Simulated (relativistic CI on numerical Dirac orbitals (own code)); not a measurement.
**V+: K-beta X-ray emission**

Computed with this model: Dirac-Coulomb-Breit CI, KLI orbitals optimised for each configuration, model QED, valence Slater integrals scaled by 0.8, multiplet model of X-ray emission after core ionisation; configurations [Ar] 3d4 → 1s 2s2 2p6 3s2 3p6 3d4 → [Ne] 3s2 3p5 3d4; 80 K; Lorentzian 2.24 eV and Gaussian 1 eV FWHM. Energies are those of the free ion, without screening or charge transfer. S is read from ⟨S²⟩ = S(S + 1).

Field parameters in Wybourne normalisation: D4h B²₀ = −7Ds, B⁴₀ = 21(Dq − Dt), B⁴₄ = 21√(5/14) Dq. The field is a parameter set, without covalency.

free ion: ground-state S = 2.00, centroid 5424.92 eV. Peaks (eV, height): 5412.4 (26), 5417.0 (19), 5427.2 (100).

D4h, 10Dq = 6350, Ds = -1500, Dt = -460 cm⁻¹: ground-state S = 2.00, centroid 5424.39 eV. Peaks (eV, height): 5411.8 (28), 5416.0 (33), 5427.2 (100), 5429.0 (97).

D4h, 10Dq = 6350, Ds = 300, Dt = -460 cm⁻¹: ground-state S = 2.00, centroid 5424.39 eV. Peaks (eV, height): 5411.8 (28), 5416.2 (29), 5427.2 (100).

Strongest unbroadened transitions for D4h, 10Dq = 6350, Ds = -1500, Dt = -460 cm⁻¹:

```
Energy (eV)  Relative strength
    5411.80               23.3
    5411.88               11.0
    5415.90               11.0
    5415.93               11.7
    5415.94               14.6
    5416.19               12.2
    5416.26               17.1
    5426.72               11.6
    5426.77               10.8
    5426.80               13.2
    5427.39              100.0
    5427.40               49.4
    5429.15               39.6
    5429.20               42.7
    5429.26               45.2
    5429.32               46.6
    5429.37               46.9
    5429.42               46.3
```
